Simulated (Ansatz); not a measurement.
Isolated molecules relaxed with PBE0-D4/def2-TZVP in Ansatz; ΔE leaves out vibrations. CCSD(T)/CBS adds triple-zeta CCSD(T) − MP2 to the extrapolated MP2 energy (def2 sets, frozen cores). This one scheme is used for every species.

Reaction (hydrogenolysis of a B–Si bond): `F[SiH]1CB1[SiH3]` + H₂ → `F[SiH]1BC1` + SiH₄

| species | MP2/def2-TZVPP energy (Eh) |
| --- | --- |
| `F[SiH]1CB1[SiH3]` | -744.18619 |
| H₂ | -1.16460 |
| `F[SiH]1BC1` | -453.94801 |
| SiH₄ | -291.40196 |

Work out ΔE.

ΔE = (-453.94801) + (-291.40196) − (-744.18619) − (-1.16460) = 0.00082 Eh = +0.5 kcal/mol. CCSD(T)/CBS gives -0.3 kcal/mol.

Largest T1 diagnostic among the species: 0.014.

In def2-TZVPP, CCSD(T) changes the Hartree–Fock value by +8.2 kcal/mol (the triples alone add +1.6 kcal/mol) and MP2 by +9.3 kcal/mol. The D4 term adds +2.4 kcal/mol with B3LYP and +1.4 kcal/mol with PBE0; it sums over pairs of atoms, weighted by their polarisabilities, and B3LYP, whose exchange is more repulsive, gets the larger term. From PBE to PBE0 (25 % exact exchange), in def2-TZVPP and without D4, ΔE moves by −1.5 kcal/mol.

B3LYP here is the variant with VWN-RPA as its local correlation; programs differ in this.
